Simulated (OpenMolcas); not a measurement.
**B: the spin-orbit constant, thermal populations, worked from levels**

| Item | Value |
| --- | --- |
| Program | OpenMolcas |
| Basis | ANO-RCC [9s8p5d3f2g] |
| Scalar Hamiltonian | DKH2, point nucleus |
| Active space | 1 electron in 9 orbitals (RAS2 2p; RAS3 3s 3d, at most 1 electron) |
| State averaging | 2S+1 = 2 odd, 3 roots; 2S+1 = 2 even, 1 root |
| Spin-orbit coupling | RASSI with atomic mean-field integrals over the reference wave functions, term energies averaged over their components |

Methods: RASSCF; SS-RASPT2, IPEA 0.25 Eh, imaginary shift 0.1 Eh (closed shells correlated: 1s 2s). Measured levels: NIST Handbook of Basic Atomic Spectroscopic Data.

**The spin-orbit constant.** For the Hund term ²P° of p1, E(J) = (A/2) J(J+1) + constant and ζ = 2S·A = A. From J = 1/2 to J = 3/2 the energy changes by 1.5 A.

```
   Source  E(3/2) - E(1/2)     A   ζ
   RASSCF             14.7   9.8  10
SS-RASPT2             14.7   9.8  10
 measured             15.3  10.2  10
```

All in cm-1. SS-RASPT2 is off by -3.9 % and RASSCF by -3.9 %. Both methods take the spin-orbit matrix elements from the reference wave functions, so the second can move ζ only through the term energies and any multistate remixing.

**Thermal populations.** Z = Σ (2J + 1) exp(-E/kT) with k = 0.695035 cm-1/K, over the levels below. No other level of either list lies under 28800 cm-1, which is above 7 kT at each temperature.

```
         Level  2J + 1  SS-RASPT2  measured
2s² 2p ²P°_1/2       2        0.0       0.0
2s² 2p ²P°_3/2       4       14.7      15.3
```

| T (K) | Z, SS-RASPT2 | Z, measured levels | Ground level (%), SS-RASPT2 | Ground level (%), measured levels |
| --- | --- | --- | --- | --- |
| 2000 | 5.958 | 5.956 | 33.6 | 33.6 |
| 3000 | 5.972 | 5.971 | 33.5 | 33.5 |
| 5000 | 5.983 | 5.982 | 33.4 | 33.4 |

At 5000 K, kT = 3475 cm-1, and the computed levels give Z = 2.000 + 3.983 = 5.983.

No level of 2s² 3d was computed, though it lies in the active space. With one active electron the reference holds no correlation, so core polarisation is missing (holds for RASSCF). With one active electron, CASPT2 adds the correlation within the correlated inactive shells and between them and that electron, and leaves the splitting within a term as the reference gives it (holds for SS-RASPT2). Computed and measured levels are paired by configuration, term and J; levels that our copy of the source lacks, or whose pairing is in doubt (as where it misses far off the trend of its configuration), stay unpaired and out of the deviations. Only configurations of the active space appear.

° marks odd parity.
